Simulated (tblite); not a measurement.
Compound: C₃H₆BF₂O₂ (doublet state).
Atom-mapped SMILES: `[O:1][C@@H:2]([OH:3])[CH2:4][CH2:5][B:6]([F:7])[F:8]` (hydrogens: H9 on C2; H10 on O3; H11, H12 on C4; H13, H14 on C5)

Computed with GFN2-xTB (tblite), gas phase: L-BFGS steps from a force-field or distance-geometry start until the largest atomic force falls under 0.01 eV/Å.

Step 41: E = -770.5818 eV
```
atom  x, y, z in Å  |  force x, y, z in eV/Å
O1     -1.3073    1.4662   -0.8529    0.061  -0.057   0.017
C2     -1.2166    0.6685    0.1327   -0.039  -0.043   0.022
O3     -2.4354    0.3592    0.7528   -0.005  -0.069   0.005
C4     -0.4375   -0.6970   -0.2367   -0.013   0.084   0.009
C5      0.9315   -0.3744   -0.8298    0.003   0.047  -0.019
B6      1.9119    0.2475    0.2467   -0.003  -0.044   0.063
F7      2.5902    1.3633    0.1247   -0.020  -0.083  -0.057
F8      2.0802   -0.3587    1.4086    0.029   0.057   0.083
H9     -0.5195    1.0820    0.9258   -0.003  -0.016  -0.031
H10    -2.3250   -0.2477    1.4948    0.047   0.032  -0.036
H11    -1.0696   -1.1970   -0.9718   -0.027   0.038   0.079
H12    -0.3475   -1.2945    0.6724   -0.032   0.005  -0.074
H13     0.7952    0.2930   -1.6784   -0.013   0.026  -0.055
H14     1.3490   -1.3110   -1.2109    0.016   0.023  -0.006
```

Step 42: E = -770.5843 eV
```
atom  x, y, z in Å  |  force x, y, z in eV/Å
O1     -1.3226    1.4692   -0.8506    0.063  -0.038  -0.002
C2     -1.2211    0.6715    0.1335   -0.038  -0.037   0.034
O3     -2.4347    0.3551    0.7625    0.049  -0.067   0.009
C4     -0.4402   -0.6895   -0.2387   -0.023   0.048   0.008
C5      0.9317   -0.3730   -0.8278   -0.006   0.045  -0.014
B6      1.9120    0.2488    0.2480    0.005  -0.064   0.076
F7      2.6105    1.3499    0.1146   -0.011  -0.056  -0.058
F8      2.0677   -0.3475    1.4167    0.023   0.059   0.087
H9     -0.5178    1.0897    0.9201   -0.030  -0.021  -0.021
H10    -2.3125   -0.2711    1.4864    0.023   0.042  -0.026
H11    -1.0764   -1.1880   -0.9704   -0.016   0.030   0.029
H12    -0.3532   -1.2923    0.6667   -0.016   0.013  -0.042
H13     0.8071    0.2886   -1.6818   -0.042   0.049  -0.069
H14     1.3489   -1.3120   -1.2012    0.018  -0.003  -0.011
```

Problem. Estimate the geometry and energy of step 43. (The exact step hangs on the optimiser's Hessian estimate; all steps are aligned on step 42, rigid shifts and turns removed.)

Solution. E = -770.5866 eV, largest force 0.099 eV/Å
```
atom  x, y, z in Å  |  force x, y, z in eV/Å
O1     -1.3317    1.4704   -0.8484    0.049  -0.010  -0.027
C2     -1.2248    0.6727    0.1348   -0.011  -0.022   0.028
O3     -2.4344    0.3491    0.7677    0.063  -0.001  -0.047
C4     -0.4420   -0.6833   -0.2400   -0.022   0.001  -0.002
C5      0.9322   -0.3718   -0.8270   -0.018   0.030   0.001
B6      1.9116    0.2469    0.2508    0.000  -0.072   0.056
F7      2.6221    1.3375    0.1041    0.022  -0.007  -0.052
F8      2.0600   -0.3359    1.4268    0.007   0.044   0.085
H9     -0.5177    1.0946    0.9161   -0.046  -0.022   0.001
H10    -2.3017   -0.2848    1.4801    0.010  -0.017   0.055
H11    -1.0834   -1.1806   -0.9667   -0.007   0.020  -0.031
H12    -0.3571   -1.2915    0.6614    0.004   0.020  -0.004
H13     0.8184    0.2885   -1.6837   -0.066   0.051  -0.053
H14     1.3480   -1.3123   -1.1980    0.014  -0.015  -0.010
```

The energy changes by -0.0023 eV. The first-order estimate −F·Δx gives -0.0034 eV and the mean of the old and new forces, exact on a quadratic surface, -0.0023 eV. The step makes an angle of 71° with the force vector and moves no atom by more than 0.020 Å.

What follows is the cost of the whole relaxation. On one thread of an Arm Neoverse N1, no GPU (shared host), this took 0.89 s wall.
